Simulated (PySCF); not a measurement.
Computed IR spectrum (relative IR intensity) of a molecule CH₃Si, multiplicity 2. Geometry optimised at PBE0-D3(BJ)/def2-TZVP. One conformer was computed; it need not be the lowest. All values below come from PBE0-D3(BJ)/def2-TZVP (PySCF 2.14.0). Frequencies are harmonic and unscaled.

ν (cm⁻¹): 206 (s), 340 (s), 599 (s), 662 (m), 940 (s), 1076 (w), 2255 (m), 2267 (vs), 3358 (m) (against the strongest line: vs over 80 %, s over 45 %, m over 15 %, w over 4 %, vw less)

Problem. Which structure fits?
A) C[Si]
B) C=[SiH]
C) [CH]=[SiH2]

Solution. C, [CH]=[SiH2]
